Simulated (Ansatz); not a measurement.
All numbers were calculated with Ansatz.

Basis-set series for AlBrH₆Si₂. Charge 0, multiplicity 1. The bonds changed during the relaxation, so this is another structure than the one it started from. Geometry: relaxed with PBE0-D4/def2-TZVP.

```xyz
10

Al    0.556   -0.192    2.240
Si    0.276    0.759    0.039
Si   -0.142   -0.396   -1.950
Br   -1.768    0.522    1.243
H     0.865    0.799    3.432
H     0.538   -1.770    2.337
H     0.325    2.225   -0.224
H    -1.281    0.206   -2.692
H    -0.448   -1.813   -1.626
H     1.078   -0.340   -2.801
```

```
functional       basis  functions  energy (Eh)  HOMO (eV)  LUMO (eV)
   PBE0-D4    def2-SVP        116  -3397.97729      -7.32      -1.51
   PBE0-D4  def2-QZVPP        479  -3398.65757      -7.26      -1.64
   ωB97M-V    def2-SVP        116  -3398.40550      -9.21       0.42
   ωB97M-V  def2-QZVPP        479  -3399.08291      -9.19       0.04
```

Task: Give the rows for def2-TZVPP. (Best estimate.)

Result: The calculation gave: 
| functional | basis | functions | energy (Eh) | HOMO (eV) | LUMO (eV) |
| --- | --- | --- | --- | --- | --- |
| PBE0-D4 | def2-TZVPP | 258 | -3398.57833 | -7.26 | -1.60 |
| ωB97M-V | def2-TZVPP | 258 | -3399.00673 | -9.19 | 0.21 |

Positive LUMOs are unbound and depend on the basis. Scalar relativity is left out up to krypton.
